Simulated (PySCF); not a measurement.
A structure optimised at r2SCAN-D4/def2-SVP, used in a PySCF frequency run:

```
Zr
Cl 1 2.3409
Cl 1 2.3454 2 112.53
S 1 2.4187 2 110.31 3 124.68
H 4 1.3583 1 89.11 2 -159.34
S 1 2.4249 2 109.98 3 -120.95
H 6 1.3583 1 91.10 2 65.36
```

### Question
Write its SMILES and formula.

### Answer
[SH][Zr]([SH])([Cl])[Cl], Cl2H2S2Zr

### Question
What are its rotational constants (standard atomic weights)?

### Answer
0.99362, 0.97958, 0.94137 GHz
